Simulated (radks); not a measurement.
All-electron atom: Kr III in [Ar] 3d10 4s2 4p3 7s1 (not the ground configuration).

Calculated with a radial shooting solver on a logarithmic mesh with Libxc functionals: Dirac Kohn-Sham, PBE, spin-unpolarised, spherical densities, finite nucleus; open shells fill j = l - 1/2 first; Fermi nuclear charge, rms radius 4.1884 fm.

Energy parts (hartree):
| part | energy |
|---|---|
| total | -2787.88965 |
| kinetic | 2863.12027 |
| electron-nucleus | -6692.25578 |
| Hartree | 1136.67253 |
| exchange-correlation | -95.42667 |

Orbitals (lengths in bohr, moments of r in powers of bohr; r(max) is where P^2 peaks; r(90%) holds 90 % of the orbital's charge):
orbital  occ.  eigenvalue (hartree)     <r^2>   r(max)  r(90%)
1s1/2       2             -521.5163  0.002318  0.02708  0.0742
2s1/2       2             -69.86041   0.03965   0.1543   0.284
2p1/2       2             -63.26721   0.03039   0.1211   0.257
2p3/2       4             -61.28859   0.03182   0.1244   0.263
3s1/2       2             -11.05838    0.3228   0.4670   0.788
3p1/2       2              -8.72915    0.3325   0.4573   0.813
3p3/2       4              -8.43775    0.3454   0.4661   0.828
3d3/2       4              -4.37792    0.3739   0.4094   0.902
3d5/2       6              -4.32983    0.3790   0.4121   0.908
4s1/2       2              -2.05349     2.435    1.301    2.14
4p1/2       2              -1.49721     3.100    1.436    2.44
4p3/2       1              -1.46457     3.200    1.460    2.48
7s1/2       1              -0.18613     128.7    11.44    14.6

The highest occupied level is 7s1/2 at -5.065 eV. The electron density at the nucleus is 4.943e+04 e/bohr^3. Summed over all electrons, <r^2> = 149.7 bohr^2, which gives a Langevin (diamagnetic) susceptibility term of -119 x 10^-6 cm^3/mol. The density falls to 0.001 e/bohr^3 at r = 3.29 bohr.
